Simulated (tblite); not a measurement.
Compound: C6H13NSi.
Geometry (GFN2-xTB, Å), atoms numbered from 1 in this order:
```xyz
21
C6H13NSi angstrom
C     -1.5794    1.3107    1.6579
C     -0.8414    0.7221    0.7327
C      0.3941    1.3163    0.1281
Si     1.3882   -0.1855   -0.4891
C      2.9920   -0.5753    0.4379
N      0.1398   -1.2803   -0.0486
C     -1.1445   -0.6546    0.1960
C     -1.9982   -0.5579   -1.0742
H     -2.4538    0.8396    2.0757
H     -1.3441    2.2938    2.0300
H      0.9043    1.9544    0.8461
H      0.1111    1.9543   -0.7102
H      1.6663   -0.0653   -1.9362
H      3.3867   -1.5372    0.1291
H      3.7493    0.1714    0.2246
H      2.8442   -0.6065    1.5126
H      0.0808   -2.2398   -0.3469
H     -1.6940   -1.2418    0.9437
H     -1.4697    0.0243   -1.8252
H     -2.1935   -1.5500   -1.4767
H     -2.9471   -0.0758   -0.8531
```

All values are computed: GFN2-xTB (tblite) harmonic vibrations without scaling, gas phase. Against measured fundamentals such values can be off by several per cent, at times by over 20. Modes of hydrogen on silicon can be 10 to 20 % off. One conformer, not necessarily the lowest.

Harmonic wavenumbers (cm⁻¹): 47.0, 88.5, 109.7, 147.3, 200.1, 209.1, 232.4, 334.7, 381.2, 399.1, 483.3, 531.6, 592.3, 617.5, 676.3, 691.5, 726.8, 770.0, 784.1, 804.5, 827.5, 848.2, 884.4, 890.9, 953.5, 982.0, 1026.4, 1076.8, 1107.3, 1127.5, 1200.9, 1224.5, 1261.6, 1298.9, 1335.8, 1373.5, 1393.4, 1421.6, 1465.4, 1486.4, 1489.5, 1495.1, 1497.0, 1729.1, 2128.2, 2885.3, 2966.0, 3014.6, 3020.8, 3038.2, 3040.1, 3046.4, 3053.7, 3056.4, 3095.0, 3117.7, 3474.9.

A = 2717, B = 1317, C = 1062 MHz; mass 127.082 u (most abundant isotopes); point group C1, symmetry number 1.

Problem. Zero-point energy?

Solution. Half the sum of the wavenumbers: 38581 cm⁻¹ = 461.53 kJ/mol.

Problem. Give the ideal-gas entropy at 500 K and 1 bar in the rigid-rotor, harmonic-oscillator model (classical rotation).

Solution. Translation 180.03, rotation 127.06, vibration 214.00: S = 521.1 J/(mol K).

Problem. And Cp and H(500 K) − H(0)?

Solution. Cp = 256.69 J/(mol K), of which vibrations give 223.44 (their classical limit is 57 R = 473.9); H(500 K) − H(0) = 73.14 kJ/mol without the zero-point energy, 56.51 from vibrations.

Problem. How do the functions run with temperature in this model?

Solution. 
```
T (K)  S (J/(mol K))  Cp (J/(mol K))  H − H(0) (kJ/mol)  G − H(0) (kJ/mol)  ln q(vib)
  100          286.8            77.6               5.35             -23.33       1.56
  200          353.9           121.9              15.29             -55.50       4.10
  300          412.6           170.9              29.92             -93.85       6.74
  800          661.3           338.9             163.57            -365.43      20.13
 1000          741.0           375.1             235.16            -505.81      25.13
```

q(vib) and H(0) count from the zero-point level.

Problem. What must be added to the electronic energy to get the Gibbs energy at 500 K and 1 bar?

Solution. ZPE + [H(500 K) − H(0)] − T·S = 461.53 + 73.14 − 260.54 = 274.13 kJ/mol.

Hindered rotation and anharmonicity are outside this model. Other conformers, if any are populated, would add a mixing term that is left out. The structure is chiral; the term R ln 2 for an equal mix with its mirror image is left out.

On one thread of an AMD EPYC 9R45, no GPU, shared host with 96 logical CPUs at a one-minute load of 16, this took 0.54 s of wall time. The figure is for the frequency step alone.
